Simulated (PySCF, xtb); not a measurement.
C2H4BFO2, SMILES COB(F)C=O.

GFN2-xTB in xtb at its own geometry gives an orbital gap of 2.30 eV and a dipole moment of 1.66 D.

Coordinates come from a ωB97X-D3(BJ)/def2-SVP optimisation. This is a generated structure with no PubChem entry under its InChIKey; it may be hypothetical. One conformer was computed; it need not be the lowest.

### Question
What does PBE/def2-TZVP (PySCF) give? (The exact figures need the calculation; the answer reports its results.)

### Answer
gap 2.40 eV (levels -5.78 and -3.39 eV), dipole 1.01 D.
